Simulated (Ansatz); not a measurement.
Ideal-gas functions of BFH4OSSn (`OB(F)[S][SnH3]`) at 298.15 K and 1 bar, from an Ansatz frequency run at PBE0-D4/def2-TZVP.

Molar mass 200.62 g/mol, point group Cs (symmetry number 1), electronic degeneracy 1, moments of inertia 90.564, 545.737, 628.298 u Å². Harmonic wavenumbers (cm⁻¹, unscaled): 24, 88, 130, 267, 402, 431, 462, 495, 556, 582, 664, 706, 710, 741, 1006, 1244, 1437, 1907, 1971, 1973, 3834.

Use S(trans) = R[1.5 ln M + 2.5 ln T − 1.1517]; rotational temperatures θ = 24.2544 K / I; S(rot) = R[ln(√π/σ · √(T³/θAθBθC)) + 1.5]; for each mode x = 1.438777 ν̃/T, S = R[x/(eˣ − 1) − ln(1 − e⁻ˣ)] and H = RT x/(eˣ − 1); 1 cm⁻¹ = 0.0119627 kJ/mol; R = 8.31446 J/(mol·K).

**Question.** By hand: the entropy, in J/(mol·K).

**Answer.** Translation 175.0. Rotation: θ = 0.2678, 0.0444, 0.0386 K, giving 120.2. Vibration, mode by mode: 26.24, 15.50, 12.33, 6.76, 4.00, 3.58, 3.18, 2.81, 2.23, 2.02, 1.47, 1.25, 1.23, 1.09, 0.38, 0.14, 0.06, 0.01, 0.01, 0.01, 0.00, in all 84.3. Electronic 0.0. Sum 379.5 J/(mol·K).

**Question.** By hand: H − E and G − E in kJ/mol, counted from the electronic energy.

**Answer.** Zero-point energy ½ × 19630 × 0.0119627 = 117.4; thermal vibration 12.4; translation, rotation and pV give 4 RT = 9.9. H − E = 139.7 kJ/mol, and G − E = 139.7 − 298.15 × 379.5/1000 = 26.6 kJ/mol.

Vibration gives 22 % of the entropy, 54.1 J/(mol·K) of it from the modes under 150 cm⁻¹: soft modes count most, and the harmonic formula is weakest for them. The sum counts one conformer and one mirror image; others add a mixing term.
